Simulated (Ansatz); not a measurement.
Reaction (cleavage of the B–Si bond): `C[SiH2]B(N)Cl` + HBr → `NB(Cl)Br` + `C[SiH3]`

Program: Ansatz. Geometries: PBE0-D4/def2-TZVP. ΔE: electronic, gas phase. CBS: MP2 limit from def2 TZ/QZ plus the TZ coupled-cluster correction, frozen cores. This one scheme is used for every species. For Br outer-core shells are correlated without core-valence functions, which leaves a few kJ/mol of doubt a bond. Scalar relativity is left out up to krypton. Each species was taken in one conformer, which may not be the lowest.

```
        species  CCSD(T)/CBS(def2) energy (Eh)
`C[SiH2]B(N)Cl`                     -870.71707
            HBr                    -2573.91920
     `NB(Cl)Br`                    -3113.92934
      `C[SiH3]`                     -330.73916
```

Question: Work out ΔE.

Answer: ΔE = (-3113.92934) + (-330.73916) − (-870.71707) − (-2573.91920) = -0.03223 Eh = -84.6 kJ/mol.

Largest T1 diagnostic among the species: 0.012.

Leaving LDA and LC-ωPBE aside and taking each functional with its dispersion term where it has one, the values, not all of them listed here, spread over 12.2 kJ/mol, from PBE-QIDH to PBE-D4. The D4 term adds +3.3 kJ/mol with B3LYP and +2.4 kJ/mol with PBE0; it sums over pairs of atoms, weighted by their polarisabilities, and B3LYP, whose exchange is more repulsive, gets the larger term.

B3LYP here is the variant with VWN-RPA as its local correlation; programs differ in this.
